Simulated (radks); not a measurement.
Problem. These are the eigenvalues of the occupied orbitals of an atom or ion with whole-number occupations (eV). Method: scalar-relativistic Kohn-Sham, LDA (Slater exchange, Perdew-Wang correlation), spin-unpolarised, spherical densities, finite nucleus; Fermi nuclear charge, rms radius of each element as measured or else 0.836 A^(1/3) + 0.57 fm; computed with a radial shooting solver on a logarithmic mesh with Libxc functionals.

orbital  eigenvalue
1s        -71615.71
2s        -12453.25
2p        -10880.34
3s        -2917.379
3p        -2453.381
3d        -1925.250
4s        -639.8889
4p        -486.7666
4d        -294.4511
5s        -111.1149
4f         -80.2919
5p         -70.2464
5d         -22.9846
6s         -17.4430
6p         -10.0280

Which element is it, and in what charge state? The configuration may be excited.

Solution. Z = 75, rhenium, charge +1: Re+ in [Xe] 4f12 5d5 6s1 6p2. The list shows which subshells hold electrons but not how many an open one holds; the 1s level, -2631.8 hartree, gives Z - s = 72.6 by -(Z - s)^2/2, which with screening and relativity narrows Z to a few neighbours, and the depths of the outer levels then fix element, charge and occupations together.
